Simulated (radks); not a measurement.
Problem. All-electron atom: Sr+ in [Kr] 5s1 (the NIST ground configuration). Method: scalar-relativistic Kohn-Sham, r2SCAN, spin-polarised, spherical densities, finite nucleus; open shells are filled with parallel spins first (spin-orbit coupling, left out, can overturn this in heavy ions); meta-GGA in the generalised Kohn-Sham scheme; Fermi nuclear charge, rms radius 4.224 fm; hard spherical wall at 12 bohr; computed with a radial shooting solver on a logarithmic mesh with Libxc functionals. Some entries of the table are withheld. Estimate them.

orbital,occ.,eigenvalue (eV),<1/r> (bohr^-1),r(max) (bohr)
1s up,1,-15982.27,38.99,0.02554
1s down,1,-15982.25,38.99,0.02554
2s up,1,-2180.361,8.719,0.1450
2s down,1,-2180.352,8.719,0.1450
2p up,3,-1935.774,8.497,0.1161
2p down,3,-1935.764,8.497,0.1161
3s up,1,-347.5279,2.925,0.4351
3s down,1,-347.5062,2.925,0.4351
3p up,3,-267.7051,2.765,0.4305
3p down,3,-267.6810,2.765,0.4305
3d up,5,-136.4188,2.506,0.3779
3d down,5,-136.3904,2.506,0.3779
4s up,1,-48.5724,0.9857,1.191
4s down,1,-48.4881,0.9843,1.192
4p up,3,(1),0.8484,1.325
4p down,3,(2),0.8504,1.326
5s up,1,-8.7603,0.3227,3.464
4d up,0,-6.6975,0.4673,1.993
5p up,0,-5.6074,0.2690,4.244
6s up,0,(3),0.1935,7.277

Solution. 
(1) 4p up eigenvalue (eV): -29.8325
(2) 4p down eigenvalue (eV): -29.7343
(3) 6s up eigenvalue (eV): -1.5575
